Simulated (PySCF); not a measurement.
## One Si site, 4 surroundings

Gas-phase molecules, one conformer each, optimised by PBE0-D3(BJ)/def2-SVP. No frequency run checks that these structures are minima. Shifts by GIAO PBE0/pcSseg-1 or PBE0/pcSseg-2 against computed TMS. Core levels by delta-SCF with SCAN, pcX-2 on the ionised atom and pcseg-1 elsewhere, spin-free X2C (2p3/2 is the spin-free 2p value less a third of a first-order spin-orbit splitting); from the vacuum level. Excitations by CAM-B3LYP/def2-SVPD.

(1) Order these by the core level of Si (eV), lowest first.
A. O[Si](F)(F)[SiH3] (Si bonded to 2 F + 1 O + 1 Si)
B. O[Si](F)(F)F (Si bonded to 3 F + 1 O)
C. O[Si](F)([SiH3])[SiH3] (Si bonded to 1 F + 1 O + 2 Si)
D. O[Si]([SiH3])([SiH3])[SiH3] (Si bonded to 1 O + 3 Si)

(2) Give the other values.

Results:

(1) D (106.55), C (107.83), A (109.12), B (111.05).

(2) 
```
         structure (SMILES)      Si bonded to  shift of Si (ppm)  core level of Si (eV)  lowest singlet (eV)
          O[Si](F)(F)[SiH3]  2 F + 1 O + 1 Si              -39.8                 109.12                 8.06
     O[Si](F)([SiH3])[SiH3]  1 F + 1 O + 2 Si               28.1                 107.83                 5.94
               O[Si](F)(F)F         3 F + 1 O              -97.1                 111.05                 8.75
O[Si]([SiH3])([SiH3])[SiH3]        1 O + 3 Si               -1.0                 106.55                 5.39
```
